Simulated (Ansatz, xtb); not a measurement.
# Relative energy of two isomers of CH3F2GaS

Structure I: `C[S][Ga]([F])[F]`, a singlet. Structure II: `[F][Ga]([F])[CH2]S`, a singlet. Both are isolated molecules in the gas phase, relaxed with PBE0-D4/def2-SVP; the shapes shown needn't be the lowest conformers.

I (Å):

```yaml
atoms:
  - { symbol: C, position_ang: [-0.5791, -0.7546, 1.0064] }
  - { symbol: F, position_ang: [0.0287, -0.1318, -2.1805] }
  - { symbol: F, position_ang: [1.6846, 2.2835, -1.8255] }
  - { symbol: Ga, position_ang: [0.7622, 1.0126, -1.0809] }
  - { symbol: S, position_ang: [0.4661, 0.7536, 1.0436] }
  - { symbol: H, position_ang: [-0.7583, -1.0962, -0.0207] }
  - { symbol: H, position_ang: [-0.0660, -1.5445, 1.5702] }
  - { symbol: H, position_ang: [-1.5382, -0.5226, 1.4873] }
```

II (Å):

```xyz
8

C    -0.5457    0.3520    1.5058
F    -3.6973   -0.2182    2.1973
F    -1.6876   -1.5823    3.8045
Ga   -1.9976   -0.4247    2.5315
S     0.0115   -1.0461    0.4581
H    -0.9326    1.1138    0.8149
H     0.2789    0.7855    2.0870
H     0.4773   -1.8239    1.4608
```

**Question.** Estimate E(II) − E(I) at the level CCSD(T)/def2-SVP + ΔMP2/def2-TZVPP.

**Answer.** Calculated at CCSD(T)/def2-SVP + ΔMP2/def2-TZVPP: E(II) − E(I) = +20.1 kcal/mol, so structure I lies lower.

How the difference moves with the method:

```tsv
level	geometry	E(II) − E(I) (kcal/mol)	departure from the last row (kcal/mol)	job, with rough time for the two
PBE0-D4/def2-SVP	PBE0-D4/def2-SVP	+20.8	+0.7	optimisation, 2.2 min
HF/def2-SVP	PBE0-D4/def2-SVP	+22.7	+2.6	part of the CCSD(T) run
MP2/def2-SVP	PBE0-D4/def2-SVP	+21.1	+1.0	part of the CCSD(T) run
CCSD(T)/def2-SVP	PBE0-D4/def2-SVP	+20.9	+0.8	single point
CCSD(T)/def2-SVP + ΔMP2/def2-TZVPP	PBE0-D4/def2-SVP	+20.1		single point, 42 s
```

As drawn, II has 1 C–Ga, 1 S–H in place of 1 Ga–S, 1 C–H.

None of the levels shown reverses the order. The largest departure from CCSD(T)/def2-SVP + ΔMP2/def2-TZVPP is that of HF/def2-SVP, 2.6 kcal/mol. Levels run at GFN2-xTB geometries aren't shown. The last row adds to CCSD(T) the change of the MP2 difference between the two basis sets, here −0.8 kcal/mol.

With harmonic frequencies from PBE0-D4/def2-SVP (ideal gas, rigid rotor, one conformer each, 298.15 K, 1 atm): on the last row, ΔE + ΔZPE = +18.3 kcal/mol. A mode under 50 cm⁻¹ makes harmonic enthalpies and free energies unreliable, so none is given.

The correlated steps freeze 17 core orbitals; the filled d shell of Ga is correlated, in a basis made for valence electrons. Codes used: Ansatz 0.2.0; the last row on 2 threads of Arm Neoverse V1 on a shared host.
